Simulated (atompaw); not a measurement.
## PBEsol PAW (atompaw) dataset for La (Z = 57), scalar-relativistic all-electron reference.

- Element: lanthanum (La)
- Generator: atompaw 4.2.0.5
- Type: PAW
- Functional: PBEsol
- Relativity: scalar-relativistic
- Frozen core: [Kr] 4d10
- Valence charge: 11
- Reference configuration: 4f0 5s2 5p6 5d1 6s1 6p1
- Partial waves: 5s (bound): rc 2.50 bohr; 6s (bound): rc 3.00 bohr; 5p (bound): rc 2.15 bohr; 6p (bound): rc 3.00 bohr; 5d (bound): rc 3.00 bohr; 5d channel at 4.1 Ry: rc 3.00 bohr; 4f (bound, empty): rc 1.00 bohr; 4f channel at -0.1 Ry: rc 1.00 bohr
- Local potential: troulliermartins scheme with l = 4 at -0.5 Ry, radius 2.30 bohr
- Core correction: smooth core density matched at 1.85 bohr
- Augmentation charge: besselshape compensation charge, radius 2.95 bohr; PAW radius 3.00 bohr; waves and projectors: custom polynom2 7 10 vanderbiltortho

Calculated quality:

- Cutoffs needed: 18 Ry and 35 Ry (the cutoffs (Ry, on a coarse ladder) from which the occupation-weighted sum of valence levels, in a spherical-Bessel basis at the reference potential, stays within 10 and 1 mRy of its value at 400 Ry)
- Ghost test: no extra level below or beside the all-electron valence levels (s, p, d, f tested) (spherical-Bessel basis up to 400 Ry, 20 bohr box)
- Lowest eigenvalue of the overlap operator: 0.39 (p channel)
- Overlap eigenvalues printed by atompaw (projector basis): 0.415, 0.592, 0.781, 10.4, 2.44e+03, 3.75e+03, 5.94e+03, 8.23e+05
- Share of each valence orbital outside the PAW sphere: 5s 1 %, 6s 84 %, 5p 4 %, 6p 95 %, 5d 39 %, 4f 2 %

Generation and tests took about 12 s on one core of a shared server CPU.
